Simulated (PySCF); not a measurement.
Vertical excitations of a molecule C2H7BFNO from TDDFT-LC-ωPBE/def2-SVPD (PySCF), as energy in eV (oscillator strength): 7.38 (0.009), 7.83 (0.015), 8.13 (0.036), 8.39 (0.029), 8.69 (0.004), 8.78 (0.036), 8.95 (0.202), 9.16 (0.065), 9.27 (0.004), 9.63 (0.002). Lowest triplet (TDA): 6.94 eV. Coordinates come from a r2SCAN-D4/def2-SVP optimisation. Other conformers were not sampled.

Q: Which structure fits?
A. CCNB(O)F
B. C[C@H](F)B(N)O
C. COCB(N)F
D. CNB(O)CF

A: C, COCB(N)F
